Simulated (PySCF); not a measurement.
**Spinor energies of Tl(73+) (thallium, charge +73)**

Start: [He] 2s2 2p4; 2p1/2 filled at m_j = -1/2, +1/2; 2p3/2 filled at m_j = +1/2, +3/2. Calculated with PySCF 2.14 in an even-tempered Gaussian basis (16 s from 62 bohr⁻², ratio 2.4; 13 p from 81 bohr⁻², ratio 2.4; 5 d from 270 bohr⁻², ratio 2.6; 4 f from 410 bohr⁻², ratio 2.6): generalised Hartree-Fock with the X2C-1e Hamiltonian and a Gaussian nucleus; one run each with spin-orbit coupling (SO) switched off, then screened by Boettger's factors.

| spinor shell | electrons | ε, spin-free (eV) | ε, screened SO (eV) | weight of nominal j (screened SO) | rms radius, screened SO (bohr) |
| --- | --- | --- | --- | --- | --- |
| 1s1/2 | 2 | -93832.5 | -93767.2 | 1.000 | 0.0183 |
| 2s1/2 | 2 | -22480.2 | -22460.9 | 1.000 | 0.0724 |
| 2p1/2 | 2 | -20479.4 | -22024.6 | 1.000 | 0.0609 |
| 2p3/2 | 2 | -20479.4 | -19861.8 | 1.000 | 0.0685 |

```tsv
quantity	spin-free	screened SO
E (hartree)	-12062.58530	-12133.60181
M_J	2	2
⟨J²⟩	6.000	6.000
⟨L²⟩	2.000	3.322
⟨S²⟩	2.000	1.377
```

Each row is a mean over spinors that exchange with the open shell spreads, by up to 98.555 eV (2s1/2).

Breit and QED terms are absent; they matter most for the inner s and p1/2 levels.

Densities and radii are taken from the X2C orbitals without a picture-change correction, which distorts them close to the nucleus.

Without spin-orbit coupling the j labels of p, d and f shells carry no meaning; the spin-free column gives the mean over the occupied spinors of each nl shell.
